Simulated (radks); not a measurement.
A nucleus of charge 26.8 with 24 electrons, configuration [Ar] 3d6.

Calculated with a radial shooting solver on a logarithmic mesh with Libxc functionals: Dirac Kohn-Sham, PBE, spin-unpolarised, spherical densities, finite nucleus; open shells are shared between the two j in proportion to 2j + 1; Fermi nuclear charge, rms radius 3.7377 fm.

Energy parts (eV):
part                      energy
total                 -37186.240
kinetic                37738.115
electron-nucleus      -88318.241
Hartree                14964.306
exchange-correlation   -1570.420

Orbitals (lengths in bohr, moments of r in powers of bohr; r(90%) holds 90 % of the orbital's charge):
orbital  occ.  eigenvalue (eV)     <r^2>  r(90%)      <r>  small-component weight
1s1/2       2        -7505.244  0.004313   0.101  0.05663                9.31e-03
2s1/2       2        -917.2906   0.07832   0.399   0.2575                1.72e-03
2p1/2       2        -799.4254   0.06221   0.369   0.2249                1.71e-03
2p3/2       4        -785.0952   0.06381   0.373   0.2280                1.68e-03
3s1/2       2        -134.7246    0.6954    1.16   0.7765                3.80e-04
3p1/2       2         -99.5851    0.7705    1.24   0.8093                3.40e-04
3p3/2       4         -97.7682    0.7878    1.26   0.8184                3.34e-04
3d3/2     2.4         -41.0767     1.175    1.63   0.9619                2.32e-04
3d5/2     3.6         -40.8695     1.184    1.64   0.9659                2.30e-04

The highest occupied level is 3d5/2 at -40.869 eV. The electron density at the nucleus is 1.679e+04 e/bohr^3. Summed over all electrons, <r^2> = 13.71 bohr^2, which gives a Langevin (diamagnetic) susceptibility term of -10.9 x 10^-6 cm^3/mol. The density falls to 0.001 e/bohr^3 at r = 2.78 bohr.
